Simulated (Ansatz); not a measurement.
Born–Oppenheimer molecular dynamics of Cl₃FGeH₂ (7 atoms, charge 0, multiplicity 1). It starts at the highest image of a converged band, a first-order saddle point between two minima.

Method: Ansatz, RKS LDA/def2-SVP.

| Quantity | Value |
| --- | --- |
| ensemble | NVE (velocity Verlet) |
| time step | 0.5 fs |
| steps asked | 200 |
| starting velocities drawn for | 100 K |
| seed | 12000 |

First frame:

```xyz
7
Properties=species:S:1:pos:R:3
Ge -0.340 -0.027 -0.075
H 0.212 0.070 1.652
Cl 1.783 -0.128 -0.452
Cl -0.905 1.751 -1.081
Cl -1.034 -1.863 -0.877
F -1.849 0.092 1.136
H -0.753 0.104 1.762
```

Problem. How far do the bonds stretch over the last three quarters of this one trajectory? (Pairs bonded in most of those frames.)

Solution. 
```csv
bond,mean (Å),spread (Å),shortest,longest
Ge1–H2,1.545,0.036,1.49,1.62
Ge1–Cl3,2.143,0.016,2.11,2.16
Ge1–Cl4,2.133,0.015,2.10,2.15
Ge1–Cl5,2.141,0.039,2.08,2.19
F6–H7,0.945,0.030,0.90,1.01
```

Pairs bonded in part of these frames only: Ge1–F6 16 %.

Mean temperature of the second half: 1426 K. The conserved energy stayed within 0.15 meV per atom of its start (net change 0.061 meV per atom), so the integration is sound. The kinetic energy rose, since the run started high on the potential surface and went downhill. It ends in pieces (Cl3GeH + FH), so much of that is their flight and rotation, not heat. A run of 0.1 ps of so small a system gives no equilibrium averages. The orbitals stay closed-shell, which can raise the energy where a bond breaks towards radicals; this wasn't checked here.

Time of the run: 4 min on 2 threads of Arm Neoverse V1, with other jobs on the host, peak memory 0.16 GiB.
